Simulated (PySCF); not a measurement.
# Excitation energy of Hg(2+) by level of theory

Hg(2+) [Xe] 4f14 5d10 (1S) → Hg(2+) [Xe] 4f14 5d9 6s1 (3D), as a difference of total energies. All numbers are calculated (PySCF 2.14, a scalar-relativistic core potential, in aug-cc-pwCVTZ-PP with ECP60MDF). Correlated levels: valence: 5s2 5p6 frozen; valence and next inner shell: nothing frozen outside the core potential. The calculations carry no spin-orbit coupling.

```json
{"method": "UHF", "excitation energy (eV)": "5.835"}
{"method": "LDA", "excitation energy (eV)": "5.483"}
{"method": "PBE", "excitation energy (eV)": "5.522"}
{"method": "PBE0", "excitation energy (eV)": "5.743"}
{"method": "r2SCAN", "excitation energy (eV)": "5.541"}
{"method": "wB97M-V", "excitation energy (eV)": "6.075"}
{"method": "HSE06", "excitation energy (eV)": "5.721"}
{"method": "wB97X-V", "excitation energy (eV)": "6.016"}
{"method": "MP2 (valence)", "excitation energy (eV)": "6.257"}
{"method": "SCS-MP2 (valence)", "excitation energy (eV)": "6.357"}
{"method": "MP2 (valence and next inner shell)", "excitation energy (eV)": "5.883"}
{"method": "SCS-MP2 (valence and next inner shell)", "excitation energy (eV)": "5.989"}
```

Question: How much does correlation contribute at MP2 (valence and next inner shell)?

Answer: 5.883 − (5.835) = 0.048 eV, measured against UHF.
